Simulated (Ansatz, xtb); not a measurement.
## Two structures of CH3AuO

Structure I: a singlet given by its coordinates. Structure II: `O[CH2][Au]`, a singlet. Both are isolated molecules in the gas phase, relaxed with PBE-D3(BJ)/def2-SVP; the shapes shown needn't be the lowest conformers.

I (Å):

```xyz
6

C    -0.6875    0.6370   -0.5984
Au    0.6326   -0.7977   -0.1533
O    -1.9805    0.5562   -0.3898
H    -0.4323    1.5002   -1.2693
H    -2.4884    1.2535   -0.8663
H     1.6654   -2.0647   -0.0981
```

Close contacts (Å): C1–Au2 2.00, C1–O3 1.31, C1–H4 1.12, Au2–H6 1.64, O3–H5 0.99.

II (Å):

```xyz
6

C     0.2779   -0.4889    0.5040
Au   -0.6518   -2.2174    1.1147
O     1.5889   -0.3685    0.9139
H    -0.3202    0.3151    0.9761
H     0.1379   -0.5023   -0.6000
H     2.1317   -0.9833    0.3849
```

Quicker runs give these differences E(II) − E(I): GFN2-xTB −1.002 eV; r2SCAN-D4/def2-SVP −1.417 eV (at GFN2-xTB geometries).

Q: Estimate E(II) − E(I) at the level CCSD(T)/def2-TZVPP.

A: Calculated at CCSD(T)/def2-TZVPP: E(II) − E(I) = −1.073 eV, so structure II lies lower.

Level by level:

```csv
level,geometry,E(II) − E(I) (eV),departure from the last row (eV),"job, with rough time for the two"
GFN2-xTB,GFN2-xTB,−1.002,+0.071,"optimisation, 0.15 s"
r2SCAN-D4/def2-SVP,GFN2-xTB,−1.417,−0.344,"single point, 2.1 s"
PBE-D3(BJ)/def2-SVP,PBE-D3(BJ)/def2-SVP,−1.195,−0.122,"optimisation, 15 s"
HF/def2-TZVPP,PBE-D3(BJ)/def2-SVP,−0.987,+0.086,part of the CCSD(T) run
MP2/def2-TZVPP,PBE-D3(BJ)/def2-SVP,−1.165,−0.092,part of the CCSD(T) run
CCSD(T)/def2-TZVPP,PBE-D3(BJ)/def2-SVP,−1.073,,"single point, 83 s"
```

The levels shown agree on the order. The largest departure from CCSD(T)/def2-TZVPP is that of r2SCAN-D4/def2-SVP, 0.344 eV.

With harmonic frequencies from PBE-D3(BJ)/def2-SVP (ideal gas, rigid rotor, one conformer each, 200 K, 1 atm): the zero-point term adds +0.139 eV; ΔH is −0.942 and ΔG −0.933 eV.

The T1 diagnostic of structures I and II is large, so the coupled-cluster value is less sure. The correlated steps freeze 2 core orbitals; the last core shell of Au is correlated, in a basis made for valence electrons. Atoms past krypton carry core potentials in the def2 sets and no spin–orbit term is included. Run with Ansatz 0.2.0, xtb 6.7.1; the last row on 1 thread of Intel(R) Xeon(R) 6975P-C (Granite Rapids) on a shared host.
